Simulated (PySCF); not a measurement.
KCl, SMILES [Cl][K].

Coordinates come from a PBE0-D3(BJ)/def2-TZVPD optimisation.

All values below come from IEF-PCM-ωB97X/def2-TZVPD in PySCF.

The values are the electrostatic part of the solvation free energy, E(continuum) − E(gas) at the gas-phase geometry, in a cavity of scaled van der Waals radii (PySCF's table); cavitation and dispersion terms are not included. A continuum can't describe solvent molecules that bind to the metal. In vacuum the orbital gap is 8.33 eV. The dipole moment in vacuum is 10.57 D.

```json
[
 {"solvent": "water", "ε": "78.36", "ΔG(elec) (kcal/mol)": "-20.1", "dipole (D)": "11.89", "gap (eV)": "10.60"},
 {"solvent": "1-octanol", "ε": "9.86", "ΔG(elec) (kcal/mol)": "-17.5", "dipole (D)": "11.73", "gap (eV)": "10.32"},
 {"solvent": "ethylethanoate", "ε": "5.99", "ΔG(elec) (kcal/mol)": "[?]", "dipole (D)": "[?]", "gap (eV)": "[?]"}
]
```

Task: Fill in the missing entries. (Estimate from the structure and the level; the computed values follow.)

Result: 
- ethylethanoate, ΔG(elec) (kcal/mol): -15.7
- ethylethanoate, dipole (D): 11.62
- ethylethanoate, gap (eV): 10.12
